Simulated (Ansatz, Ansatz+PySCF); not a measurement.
```yaml
atoms:
  - { symbol: O, position_ang: [0.0000, 0.0000, -0.1197] }
  - { symbol: H, position_ang: [0.0000, 0.7542, 0.4787] }
  - { symbol: H, position_ang: [0.0000, -0.7542, 0.4787] }
  - { symbol: O, position_ang: [30.0436, 0.0027, 0.1114] }
  - { symbol: H, position_ang: [30.3744, -0.4869, -0.6486] }
  - { symbol: H, position_ang: [29.2770, 0.4651, -0.2427] }
```

Basis set: STO-3G (spherical functions). Correlated methods keep 2 orbitals frozen. Charge 0, multiplicity 1.

Computed with Ansatz (development build ahead of 0.2.0); each method stands on the lowest determinant of its kind that the runs found. Restricted open shells among the atoms or ions are ROHF, correlated in semicanonical orbitals with singles.

The atomization energy at this shape (free ground-state atoms in the same class of orbitals less the molecule, no zero-point energy) of singlet H₄O₂ in separate pieces:

| method | atomization energy |
| --- | --- |
| RHF-MP2 | 1379.7 kJ/mol |
| RHF | 1190.4 kJ/mol |

Task: What does RHF-CCSD(T) give?

Result: 1454.4 kJ/mol.

This basis has no polarisation functions and is too small for such energies, which can lie far from measured ones in either direction.
